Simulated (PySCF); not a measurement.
# Static response to an electric field

Compound: C₂H₇NSi.
Structure used (PBE0-D3(BJ)/def2-SVP), in Å, numbered top down from 1:
```xyz
11
C2H7NSi angstrom
C      2.1386    0.3533    0.3729
N      1.0980    0.6145   -0.2896
Si    -0.2772   -0.4686   -0.4786
C     -1.8097    0.3981    0.1520
H      2.9595    1.0923    0.4478
H      2.3195   -0.6024    0.9143
H     -0.4033   -0.7604   -1.9376
H     -0.0572   -1.7630    0.2573
H     -1.7451    0.5690    1.2374
H     -2.7092   -0.2041   -0.0489
H     -1.9256    1.3732   -0.3446
```

Level: PBE0/def2-SVPD (PySCF), static field, nuclei fixed, core orbitals frozen in the response. The polarisability tensor in these axes (au):

```
x   74.55  1.15  6.27
y    1.15 55.80  0.10
z    6.27  0.10 53.59
```

Give the principal values, the mean and the anisotropy Δα = √{½[(α1 − α2)² + (α2 − α3)² + (α1 − α3)²]}.

Principal values 51.85, 55.75 and 76.35 au; mean 61.32 au = 9.09 Å³ = 10.11 × 10⁻⁴⁰ C²·m²/J; Δα = 22.80 au (37 % of the mean).

What is the dipole moment, and where does it point?

(0.14, -0.49, 1.04) D, 1.16 D in size, pointing from the negative to the positive side. Measured along this direction, the outermost atoms are H7 at the negative end and H6 at the positive end.

Sum over states: ᾱ = Σ f/ω², ω in Eh. What share falls to these 10 lowest TDDFT singlets (eV, f)? 4.09, 0.0003; 6.59, 0.0072; 6.82, 0.0163; 7.04, 0.0468; 7.11, 0.1420; 7.31, 0.0972; 7.67, 0.0098; 8.06, 0.0920; 8.17, 0.0268; 8.35, 0.0115.

They add up to 6.11 au, 10.0 % of the 61.32 au; the largest single term is 2.08 au, from the state at 7.11 eV. Terms in order: 0.01, 0.12, 0.26, 0.70, 2.08, 1.35, 0.12, 1.05, 0.30, 0.12 au. Higher excitations give the rest. The strengths listed sum to 0.450.

Directions of the eigenvectors, and the extent of the frame along each?

Largest value along (0.96, 0.06, 0.27), where the nuclei span 5.66 Å; middle along (-0.04, 1.00, -0.07), 3.24 Å; least along (-0.27, 0.05, 0.96), 3.49 Å. The strongest response lies along the longest span, while the other two are in reverse order.

Molar refractivity from α?

Lorentz–Lorenz: R = (4π/3)N_A α = 2.5225 cm³/(mol·Å³) × 9.09 Å³ = 22.9 cm³/mol, in the limit of long wavelengths.

One conformer (not necessarily the lowest) at the PBE0-D3(BJ)/def2-SVP geometry, without solvent, vibrations or thermal averaging.
